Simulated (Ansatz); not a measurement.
Relaxation of ClGaH4 (6 atoms, charge 0, multiplicity 1), to a largest force component of 0.03 eV/Å in at most 50 steps.

Method: Ansatz, RKS PBE/def2-SVP.

```xyz
6
Properties=species:S:1:pos:R:3:forces:R:3
Ga 0.019 -0.438 -0.468 0.00 0.25 0.08
Cl 0.022 -0.200 2.958 0.02 -0.59 -0.69
H 1.399 0.213 -0.858 -0.01 0.01 -0.01
H -1.384 0.168 -0.849 0.01 0.01 -0.02
H 0.043 -1.810 0.314 0.01 -0.24 0.15
H 0.046 -1.215 2.076 -0.02 0.56 0.50
```

Where does it end, and by what steps?

The forces met the threshold. After 14 steps the energy has fallen by 0.139 eV; Cl2 moved furthest, 0.62 Å.

```json
{"step": "0", "energy less start (eV)": "0.0000", "largest force component (eV/Å)": "0.694", "accepted": "yes"}
{"step": "1", "energy less start (eV)": "-0.0542", "largest force component (eV/Å)": "0.327", "accepted": "yes"}
{"step": "2", "energy less start (eV)": "-0.0872", "largest force component (eV/Å)": "0.158", "accepted": "yes"}
{"step": "3", "energy less start (eV)": "-0.0958", "largest force component (eV/Å)": "0.282", "accepted": "yes"}
{"step": "4", "energy less start (eV)": "-0.1090", "largest force component (eV/Å)": "0.239", "accepted": "yes"}
{"step": "5", "energy less start (eV)": "-0.1101", "largest force component (eV/Å)": "0.200", "accepted": "yes"}
{"step": "6", "energy less start (eV)": "-0.1116", "largest force component (eV/Å)": "0.121", "accepted": "yes"}
{"step": "7", "energy less start (eV)": "-0.1131", "largest force component (eV/Å)": "0.050", "accepted": "yes"}
{"step": "8", "energy less start (eV)": "-0.1163", "largest force component (eV/Å)": "0.080", "accepted": "yes"}
{"step": "9", "energy less start (eV)": "-0.1192", "largest force component (eV/Å)": "0.579", "accepted": "yes"}
{"step": "10", "energy less start (eV)": "-0.1237", "largest force component (eV/Å)": "0.249", "accepted": "yes"}
{"step": "11", "energy less start (eV)": "-0.1353", "largest force component (eV/Å)": "0.094", "accepted": "yes"}
{"step": "12", "energy less start (eV)": "-0.1011", "largest force component (eV/Å)": "1.260", "accepted": "no"}
{"step": "13", "energy less start (eV)": "-0.1388", "largest force component (eV/Å)": "0.039", "accepted": "yes"}
{"step": "14", "energy less start (eV)": "-0.1389", "largest force component (eV/Å)": "0.020", "accepted": "yes"}
```

```xyz
6
Properties=species:S:1:pos:R:3
Ga 0.021 -0.472 -0.375
Cl 0.021 -0.003 2.366
H 1.381 0.280 -0.661
H -1.366 0.233 -0.653
H 0.048 -2.033 -0.078
H 0.041 -1.287 2.574
```

Whether the end is a true minimum wasn't checked by a vibrational analysis.

Run time: 22 s on 1 thread of Arm Neoverse V2, with other jobs on the host, peak memory 0.11 GiB.
